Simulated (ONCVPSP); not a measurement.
## Cr, ONCV: configuration errors across variants

chromium, optimised norm-conserving Vanderbilt (ONCV), made with ONCVPSP 4.0.1 (PBEsol, scalar-relativistic). Core [Ne], reference 3s2 3p6 3d5 4p1. Waves: 3s: rc 0.95 bohr, ncon 3, nbas 7, qcut 5.4 1/bohr, 3 projectors, debl 1.7 Ha; 3p+4p: rc 1.55 bohr, ncon 4, nbas 8, qcut 8.8 1/bohr, 2 projectors; 3d: rc 1.50 bohr, ncon 4, nbas 8, qcut 10.7 1/bohr, 1 projector. Local part: polynomial inside 0.80 bohr (lpopt 5, dvloc0 0 Ha). Core correction: none.

In the s channel the program set the typed energies aside and used -2.762, 0.250, 1.950 Ha.

All-electron excitation energies from the reference (eV): (1) 3s2 3p6 3d5 4s1 4p0 -3.144; (2) 3s2 3p6 3d5 4p0 3.730; (3) 3s2 3p6 3d4 4p0 19.745; (4) 3s2 3p6 3d4 4s1 4p0 4.867.

A true bound ghost makes a file unfit for plane-wave use even where its test errors are small: the radial tests pick states by their node count and pass the ghost by.

Errors AE − PS in meV (a dash: test not solved or not reliable):

```tsv
change	(1)	(2)	(3)	(4)	bound ghosts	GHOST(+) flags above zero
base	+0.1	+0.1	-1.7	+4.6	s	s
all radii scaled by about 0.79 (s 0.76, p 1.22, d 1.18 bohr); local potential polynomial inside 0.64 bohr (lpopt 5, dvloc0 0 Ha)	-1.0	-0.1	-0.5	+1.2	s	s
all radii scaled by about 0.82 (s 0.78, p 1.28, d 1.24 bohr); local potential polynomial inside 0.66 bohr (lpopt 5, dvloc0 0 Ha)	-0.9	-0.1	-0.8	+1.5	s	s
all radii scaled by about 0.89 (s 0.84, p 1.38, d 1.34 bohr); local potential polynomial inside 0.72 bohr (lpopt 5, dvloc0 0 Ha)	-0.5	0.0	-1.2	+2.5	s	s
all radii scaled by about 0.96 (s 0.92, p 1.48, d 1.44 bohr); local potential polynomial inside 0.76 bohr (lpopt 5, dvloc0 0 Ha)	-0.1	0.0	-1.6	+3.8	s	none
all radii scaled by about 1.12 (s 1.06, p 1.74, d 1.68 bohr); local potential polynomial inside 0.90 bohr (lpopt 5, dvloc0 0 Ha)	+0.6	+0.3	-2.2	+7.2	s	s
all radii scaled by about 1.20 (s 1.14, p 1.86, d 1.80 bohr); local potential polynomial inside 0.96 bohr (lpopt 5, dvloc0 0 Ha)	+0.8	+0.4	-2.4	–	none	s
all radii scaled by about 1.25 (s 1.18, p 1.94, d 1.86 bohr); local potential polynomial inside 1.00 bohr (lpopt 5, dvloc0 0 Ha)	+0.9	+0.4	-2.5	+10	none	s
all radii scaled by about 1.30 (s 1.24, p 2.02, d 1.96 bohr); local potential polynomial inside 1.04 bohr (lpopt 5, dvloc0 0 Ha)	+1.0	+0.5	-2.6	+11	none	s
```

Task: Give the same row for: all radii scaled by about 1.09 (s 1.04, p 1.68, d 1.64 bohr); local potential polynomial inside 0.88 bohr (lpopt 5, dvloc0 0 Ha).

Result: +0.6, +0.2, -2.1, +6.7; bound ghosts: s; GHOST(+) flags above zero: s.
